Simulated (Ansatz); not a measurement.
# GeSiH3ClO (SMILES Cl[SiH]1[O][GeH2]1): the energy to break a bond

GeSiH3ClO: 7 atoms, total charge 0, spin state singlet. SMILES: `Cl[SiH]1[O][GeH2]1`. Geometry: optimised at PBE0/def2-SVP.

```xyz
7

Cl    0.9584   -2.4953    0.6669
Si   -0.2784   -1.0440   -0.1013
O     0.4039    0.0215   -1.1733
Ge    0.0506    1.1586    0.3192
H    -1.5514   -1.7018   -0.4868
H    -0.9022    2.2808   -0.1230
H     1.3804    1.7120    0.8525
```

Wanted: the dissociation energy of the H6–Ge4 bond into doublet H and doublet GeSiH2ClO (shapes relaxed at PBE0/def2-SVP, no zero-point term). 1 Eh = 2625.50 kJ/mol = 27.2114 eV. Totals in Eh; open shells run unrestricted unless said.

| level | program | GeSiH3ClO | doublet H | doublet GeSiH2ClO |
| --- | --- | --- | --- | --- |
| HF/def2-SVP | Ansatz | -2899.891874 | -0.499278 | -2899.290419 |
| B3LYP/def2-SVP | Ansatz | -2903.294154 | -0.501259 | -2902.670521 |
| wB97M-V/def2-SVP | Ansatz | -2903.038063 | -0.491712 | -2902.417947 |

Q: Work out the dissociation energy at each level.

A: 
1. HF/def2-SVP: (-0.499278) + (-2899.290419) − (-2899.891874) = 0.102177 Eh = 268.3 kJ/mol = 2.78 eV.
2. B3LYP/def2-SVP: (-0.501259) + (-2902.670521) − (-2903.294154) = 0.122374 Eh = 321.3 kJ/mol = 3.33 eV.
3. wB97M-V/def2-SVP: (-0.491712) + (-2902.417947) − (-2903.038063) = 0.128404 Eh = 337.1 kJ/mol = 3.49 eV.

The levels span 268 to 337 kJ/mol; no measured value is set beside them. Hartree–Fock lacks the correlation of the bonding electrons, so it comes out low. A bond enthalpy at 298 K also holds the loss of zero-point energy and thermal terms.
